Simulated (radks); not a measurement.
The numbers below are computed, except where a source is named.
The mean radii <r> (bohr) of the occupied orbitals of an atom or ion are listed with their occupations. Code: a radial shooting solver on a logarithmic mesh with Libxc functionals. Model: scalar-relativistic Kohn-Sham, PBE, spin-unpolarised, spherical densities, finite nucleus; Fermi nuclear charge, rms radius of each element as measured or else 0.836 A^(1/3) + 0.57 fm.

orbital  occ.      <r>
1s          1  0.02932

Name the element and its charge.

Answer. Z = 49, indium, charge +48: In48+ in 1s1. The 1s radius gives Z: for a bare nucleus <r> = (2 gamma + 1)/(2Z) with gamma = sqrt(1 - (Z/c)^2), 0.02926 bohr for Z = 49, and the self-interaction of the functional makes it slightly larger (0.02932 here). The occupations add up to 1, and the charge is Z minus that.
